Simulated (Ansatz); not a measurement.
The Te1–H2 bond of hydrogen telluride (SMILES [TeH2]) is stretched (multiplicity 1, the rest rigid).
Geometry at rest (charge 0, multiplicity 1):
```xyz
3

Te     0.00005     0.04331     0.00165
H     -1.18042    -1.12478    -0.03896
H      1.17766    -1.12738    -0.04669
```

Frozen-core correlation. Filled d and f shells under p-block atoms count as core.

The values were computed with Ansatz (Gaussian orbitals). Each number belongs to the level named beside it. In def2 rows elements past Kr take small-core potentials, without spin–orbit coupling.

Energies above the point at 1.661 Å (the B3LYP-D3(BJ) bond length), FIC-MRCISD+Q on CASSCF(2,2)/def2-TZVPP (kcal/mol): 6.85 at 1.495 Å; 4.32 at 1.827 Å; 72.46 at 5.316 Å.

**Question.** Take the last value as the depth D of a Morse curve D(1 − e^(−a(R − R₀)))², fit a and R₀ to the two near points, and test it at 2.243 and 2.907 Å.

**Answer.** 
With D = 72.5, both near points (counted from the curve's value at 1.661 Å) are met by a = 1.65 Å⁻¹ and R₀ = 1.658 Å, so k = 2Da² = 395 kcal/(mol Å²). The curve then gives 27.8 and 55.2 kcal/mol; the level itself gives 29.9 and 60.8, so Morse is off by -2.1 and -5.6.

Ansatz is a first-principles code.
